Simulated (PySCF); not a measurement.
A structure optimised at PBE-D3(BJ)/def2-TZVP, used in a PySCF frequency run:

```xyz
7

Si    -1.5768     0.0049     0.0000
As     0.8061    -0.0618     0.0000
H     -2.0636    -0.7186     1.2149
H     -2.0636    -0.7186    -1.2149
H     -2.1411     1.3892     0.0000
H      0.8721     1.0098     1.0994
H      0.8721     1.0098    -1.0994
```

Task: Write its SMILES, formula and point group.

Result: [SiH3][AsH2], AsH₅Si, Cs

Task: What are its rotational constants (standard atomic weights)?

Result: 47.435, 3.6813, 3.6767 GHz
